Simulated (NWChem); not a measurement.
# Ionisation of hexafluorodisilane (F6Si2)

```xyz
8

F     -0.7680     1.7176     1.3007
Si    -0.0115     1.1616     0.0000
F      1.4848     1.7400     0.0000
F     -0.7680     1.7176    -1.3007
Si     0.0115    -1.1616     0.0000
F      0.7680    -1.7176     1.3007
F     -1.4848    -1.7400     0.0000
F      0.7680    -1.7176    -1.3007
```
Charge 0, spin multiplicity 1.

Program: NWChem. The geometry was optimised at B3LYP/def2-SVP, held to C2h symmetry and with no frequency check, so it may be a saddle point.

Basis set: def2-SVP. The species with one electron less has spin multiplicity 2 and keeps the geometry of the parent. Δ marks differences of total energies (open shells unrestricted). −ε marks an orbital energy of the parent. That orbital need not have the symmetry of the hole or added electron in the Δ rows.

B3LYP has NWChem's definition, with VWN1-RPA local correlation. The stability of the SCF solutions was not checked.

### Question
One of these methods gave a first vertical ionisation energy of 8.71 eV. Which?
(A) G0W0@PBE0
(B) −ε(HOMO) of HF
(C) ΔB3LYP
(D) −ε(HOMO) of PBE

### Answer
D, −ε(HOMO) of PBE. The others give 12.37 (G0W0@PBE0), 14.49 (−ε(HOMO) of HF), 12.74 (ΔB3LYP).
